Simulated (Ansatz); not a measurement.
The cluster Mg₂Se₂. Total charge 0; triplet. Geometry r2SCAN-D4/def2-SVP; atoms count from 1.

```csv
atom,x (Å),y (Å),z (Å)
Mg1,-0.769,-0.209,1.333
Mg2,0.769,0.209,-1.333
Se3,-0.587,1.895,-0.043
Se4,0.587,-1.895,0.043
```

At PBE0-D4/def2-TZVP a singlet of charge 0 lies 1.81 eV below the triplet, each at its own geometry. The structure comes from a short search, and lower isomers may exist.

Question: Estimate the Mulliken populations from the PBE0/def2-TZVP orbitals of Ansatz.

Answer: 
| atom | charge (e) | spin (α − β) |
| --- | --- | --- |
| Mg1 | 0.53 | 0.46 |
| Mg2 | 0.53 | 0.46 |
| Se3 | -0.53 | 0.54 |
| Se4 | -0.53 | 0.54 |
Mulliken values and Mayer orders depend strongly on the basis.

Question: Where does the spin sit?

Answer: Summed by element: Mg 0.91, Se 1.09, of 2 unpaired in all. Largest on single atoms: Se3 0.54, Se4 0.54, Mg1 0.46.

Question: And the Mayer bond orders between bonded heavy atoms (over 0.3)?

Answer: Mg1–Se3 0.74 (2.52 Å); Mg1–Se4 0.74 (2.52 Å); Mg2–Se3 0.74 (2.52 Å); Mg2–Se4 0.74 (2.52 Å). Values over 0.3 also appear between atoms too far apart for a bond (Se3–Se4 0.38 at 3.97 Å); they arise where an orbital or an unpaired electron spreads over both atoms.
